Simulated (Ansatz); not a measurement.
Gas-phase reaction in SMILES: CN (CH5N) → [CH2]N + H atom (the C-H bond at the site shown breaks; other sites are not compared here)
Each molecule is optimised on its own at B3LYP-D3(BJ)/def2-TZVP (Ansatz, a program for electronic structure), one conformer each, not searched for the lowest.

Quantity: bond dissociation energy (electronic energy difference), in kJ/mol. Valence correlation only, unless marked. UHF or UKS for open shells. No spin-orbit coupling. Non-relativistic. FCI takes restricted orbitals. CBS marks a two-point X^-3 extrapolation of the correlation energy; Hartree-Fock from the larger set. [CCSD(T)-MP2]/basis is that difference in the basis named.

```json
[
 {"level": "BLYP-D3(BJ)/def2-TZVPD", "program": "Ansatz + dftd3", "bond dissociation energy (kJ/mol)": "397.8"},
 {"level": "PBE0/STO-3G", "program": "Ansatz", "bond dissociation energy (kJ/mol)": "522.4"}
]
```

Question: Predict the RI-MP2/CBS(aug-cc-pVTZ,aug-cc-pVQZ)+[CCSD(T)-MP2]/aug-cc-pVTZ result (Ansatz).

Answer: 421.0 kJ/mol, so PBE0/STO-3G differs from it by 101.4 kJ/mol.
